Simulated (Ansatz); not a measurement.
`[NH2][GeH3]` and `[NH2][SnH3]` differ in one element.

Ansatz, PBE0-D4/def2-TZVP geometries, multiplicity 1. 

Elements past krypton have def2 core potentials. Scalar relativity is left out up to krypton.

```json
{"property": "HOMO energy (ωB97M-V/def2-TZVPP) / eV", "`[NH2][GeH3]`": "-9.68"}
{"property": "LUMO energy (PBE0/def2-TZVPP) / eV", "`[NH2][GeH3]`": "0.42"}
{"property": "HOMO energy (PBE0/def2-TZVPP) / eV", "`[NH2][GeH3]`": "-7.33"}
{"property": "ideal-gas entropy at 298 K and 1 bar (rigid rotor, harmonic PBE0-D4/def2-TZVP) / J/(mol·K)", "`[NH2][GeH3]`": "275"}
{"property": "HOMO–LUMO gap (PBE/def2-TZVPP) / eV", "`[NH2][GeH3]`": "5.48"}
{"property": "zero-point energy (PBE0-D4/def2-TZVP) / kJ/mol", "`[NH2][GeH3]`": "128.2"}
```

**Question.** What does the change do to each property? (An estimate is asked.)

**Answer.** Computed: 
```json
{"property": "HOMO energy (ωB97M-V/def2-TZVPP) / eV", "`[NH2][SnH3]`": "-9.55", "shift": "0.13"}
{"property": "LUMO energy (PBE0/def2-TZVPP) / eV", "`[NH2][SnH3]`": "-0.18", "shift": "-0.60"}
{"property": "HOMO energy (PBE0/def2-TZVPP) / eV", "`[NH2][SnH3]`": "-7.21", "shift": "0.12"}
{"property": "ideal-gas entropy at 298 K and 1 bar (rigid rotor, harmonic PBE0-D4/def2-TZVP) / J/(mol·K)", "`[NH2][SnH3]`": "290", "shift": "15"}
{"property": "HOMO–LUMO gap (PBE/def2-TZVPP) / eV", "`[NH2][SnH3]`": "4.85", "shift": "-0.63"}
{"property": "zero-point energy (PBE0-D4/def2-TZVP) / kJ/mol", "`[NH2][SnH3]`": "118.8", "shift": "-9.4"}
```

With PBE0 the HOMO rises by 0.12 eV and the LUMO falls by 0.60 eV, so the gap narrows by about 0.72 eV. PBE moves the HOMO by 0.08 eV and ωB97M-V by 0.13 eV.
